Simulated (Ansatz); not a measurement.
Zn₆O₅, relaxed as a singlet with RKS r2SCAN-D4/def2-SVP in Ansatz, starting from the GFN1-xTB geometry. Force threshold 0.03 eV/Å.

The structure comes from a short search, and lower isomers may exist.

Start:

```xyz
11

Zn    0.785    1.679   -1.653
Zn    1.104    1.187    1.408
Zn    2.559    2.515    2.788
Zn   -1.725   -2.295   -0.486
Zn   -0.485   -1.278    2.147
Zn   -0.946   -0.523   -2.776
O    -1.777   -1.949   -2.199
O    -0.031    0.945   -3.017
O     1.434    2.088   -0.086
O    -1.485   -2.393    1.239
O     0.568    0.024    2.635
```

(1) Estimate the energy that the relaxation releases and the steps that it takes.

(2) Does the start keep its bonding?

(3) Predict the relaxed structure.

Results:

(1) 14.2 kcal/mol, in 15 steps; 4.4 min on 4 threads of Arm Neoverse N1 on a shared host. No frequencies were taken in this run, so the end may be a saddle point.

(2) Bonds formed: Zn3–O9 (atoms count from 1). The end is the same structure that another start reached.

(3) 
Cartesian coordinates in Å:
```
Zn 0.817 1.570 -1.297
Zn 1.106 1.035 1.847
Zn 2.658 3.052 1.561
Zn -1.715 -2.241 -0.593
Zn -0.616 -1.415 1.990
Zn -0.833 -0.396 -2.625
O -1.787 -1.845 -2.313
O 0.145 1.058 -2.845
O 1.462 2.013 0.302
O -1.609 -2.592 1.128
O 0.371 -0.239 2.845
```
Bond lengths (bridged metal pairs left out): 11 × O–Zn 1.76 to 2.02 Å.
